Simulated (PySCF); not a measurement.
CH5AlS, SMILES [AlH2][S]C.

Geometry: PBE0-D3(BJ)/def2-TZVP.

The numbers are results of PBE0/def2-TZVPD (PySCF), not measurements.

Gas-phase values at a fixed geometry.

Computed frontier levels, gap, dipole moment and polarisability:
highest occupied level: -7.24 eV
lowest empty level: -1.31 eV
orbital gap: 5.93 eV
dipole moment: 1.45 D
quadrupole, principal values (traceless, Buckingham form, about the centre of nuclear charge): -4.94, 1.94, 3.01 D·Å
mean static polarisability: 65.6 bohr³ (9.73 Å³)
polarisability, principal values: 52.6, 63.8, 80.6 bohr³
